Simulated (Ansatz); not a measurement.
Saddle point of AlH$_{5}$O$_{3}$, closed shell (AlH₃O₂ ([OH][AlH][OH]) + H₂O → AlH₃O₃ ([OH][Al]([OH])[OH]) + H₂; bonds formed: H2–H5; dative contacts that become bonds: Al1–O6; bonds broken: Al1–H2, H5–O6), PBE0-D4/def2-TZVP structure:

```
9
angstrom
Al -0.0729 0.0198 -0.2348
H 0.7347 -1.5398 -0.2742
O 0.2284 0.8081 -1.6999
O -1.5577 -0.0251 0.5897
H 1.1986 -0.9796 0.5198
O 1.2431 0.1244 1.0430
H -0.3246 1.4797 -2.0910
H -2.4191 -0.0123 0.1809
H 0.9694 0.1248 1.9664
```

Energies are electronic, without zero-point energy. Barriers and step energies count from the start structure reached by relaxing down the imaginary mode; all methods use the PBE0-D4 structures, on which another method's saddle can fall below an end. Computed with Ansatz 0.2.0 (basis: def2-TZVPP, with def2-QZVPP for the basis limit); correlated methods freeze the cores. B3LYP uses VWN-RPA correlation. Extrapolation: Hartree–Fock as exp(−7.88 √X), correlation as X^−2.97.

| method | barrier (kcal/mol) | step energy (kcal/mol) |
| --- | --- | --- |
| SPW92 | ? | -2.04 |
| PBE-D4 | 13.04 | -6.47 |
| BLYP-D4 | 14.42 | -9.00 |
| r2SCAN-D4 | 14.07 | -7.16 |
| B97M-V | 17.97 | -3.58 |
| PBE0-D4 | 16.18 | -5.28 |
| B3LYP-D4 | 16.78 | -7.63 |
| r2SCAN0-D4 | 16.72 | -6.06 |
| BHLYP-D4 | ? | -6.17 |
| CAM-B3LYP-D4 | 17.76 | -6.23 |
| wB97X-V | 18.43 | -5.95 |
| wB97M-V | 18.51 | -6.13 |
| B2PLYP | 17.55 | -7.61 |
| PBE-QIDH | 18.16 | -5.58 |
| RPA on PBE | ? | -6.55 |
| HF | 27.61 | -5.93 |
| MP2 | 17.66 | -8.07 |
| CCSD | 20.46 | -6.36 |
| CCSD(T) | 19.06 | -6.56 |

(1) Fill in the withheld barriers. (To be estimated.)

The T1 diagnostic stays at or below 0.013.

## Answers

(1) The calculation gives: BHLYP-D4 20.58; SPW92 10.73; RPA on PBE 18.64 kcal/mol. Each is the energy of the saddle less that of the start structure, by the same method.

For comparison, the barrier by CCSD(T) at an estimated basis limit (MP2 extrapolated from triple and quadruple zeta, plus CCSD(T) − MP2 in triple zeta) is 18.89 kcal/mol.

The step is the kind of ligand exchange by which a precursor binds to a hydroxyl group, or is hydrolysed, in atomic layer deposition of oxides.

Labels in which every atom is bracketed show which atoms are joined, not bond orders.

For scale, one of the runs: CCSD(T)/def2-TZVPP, 205 basis functions, launched by `ansatz run in.yaml --threads 4 --pin off --events-out ev --progress --plain --max-ram 9574MiB`. The run took 50 s on 4 CPU threads of an Arm Neoverse V2 (shared host), with 2.7 GiB of host memory at its peak.
